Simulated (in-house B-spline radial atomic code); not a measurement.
The numbers below are computed, except where a source is named.
# Building a PAW d channel for Cr, r_c = 2.48 bohr

Cr, [Ar] 3d5 4s1, non-relativistic PBE, spherical and spin-unpolarised, from a B-spline radial code for spherical atoms (atomic units; all potentials screened as in the neutral atom).

Two all-electron partial waves φ1, φ2 are integrated outwards at E1 = ε(3d) = -0.110058 and E2 = E1 + 0.5 hartree; φ1 is the bound orbital and φ2 has unit norm inside r_c = 2.4801 bohr. Smooth partners are polynomials, r^3(a0 + a1 r² + a2 r⁴ + a3 r⁶), matched to φ and three derivatives at r_c, with no condition on the norm. The local potential is -3.24752 + (1.28005) r² + (-0.212425) r⁴ + (0.012913) r⁶ inside 2.045 bohr and the all-electron one outside.

```tsv
wave	φ(r_c)	φ'(r_c)	a0	a1	a2	a3
1	0.3724428	-0.1968491	0.2620611	-0.08582727	0.01045397	-0.0004522494
2	0.8833937	1.070016	-0.140257	0.08460159	-0.01179781	0.0005334817
```

Inside r_c the overlaps are <φi φj> = [[0.86381, -0.57242], [-0.57242, 1.00000]] and, for the smooth waves, [[0.23379, 0.14308], [0.14308, 0.21115]]. With χj = (Ej − T − V_local) applied to smooth wave j, the program's quadrature gives the matrix B_ij = <smooth i, χj> as [[-0.17700, 0.28355], [-0.07420, 0.09297]].

(1) Check the match of the first wave, and find the augmentation charges q_ij.

(2) B isn't symmetric. Show that D_ij = B_ij + Ej q_ij is.

Solving (T + V_local + Σ p D p) ψ = E (1 + Σ p q p) ψ in a sphere of 9 bohr, whose wall lifts the free-atom level a little, gives these levels:

```csv
all-electron,one projector,two projectors
-0.109950,-0.109950,-0.109950
0.118720,0.126335,0.118746
0.392458,0.436583,0.392458
0.806379,0.931839,0.807599
1.350830,1.608420,1.363480
```

(3) What does the second projector gain?

## Answers

(1) At r_c the four terms are 3.99770, -8.05325, 6.03345, -1.60546, which sum to 0.3724, φ1(r_c) to rounding. q_ij is the all-electron overlap less the smooth one: [[0.63002, -0.71549], [-0.71549, 0.78885]]. The smooth first wave has a norm of 0.2338 inside r_c against 0.8638, and q11 > 0 puts back the missing charge.

(2) Integrating by parts gives B12 − B21 = (E1 − E2) q12: 0.28355 − (-0.07420) = 0.35775, and −0.5 × (-0.71549) = 0.35775. So D12 = 0.28355 + (0.389942)(-0.71549) = 0.00455 and D21 = -0.07420 + (-0.110058)(-0.71549) = 0.00455; D11 = -0.24634, D22 = 0.40058. The projectors, p = (B⁻¹)ᵀ χ, are dual to the smooth waves; det B = 0.0046.

(3) With one projector the errors are 0.00, +7.61, +44.13, +125.46, +257.59 millihartree. With two the errors are 0.00, +0.03, 0.00, +1.22, +12.65 millihartree. The scattering is exact at E1 and at E2 = 0.390, and over all levels compared the largest error is 13 millihartree. The lowest eigenvalue of the overlap operator is 1 with one and 0.9488 with two projectors. The smooth orbital alone needs a cutoff of 6.48 hartree for 1 millihartree of kinetic energy, against 21.5 for a norm-conserving Troullier-Martins orbital of the same radius; part of the gain comes from giving up the norm, part from the simpler form.
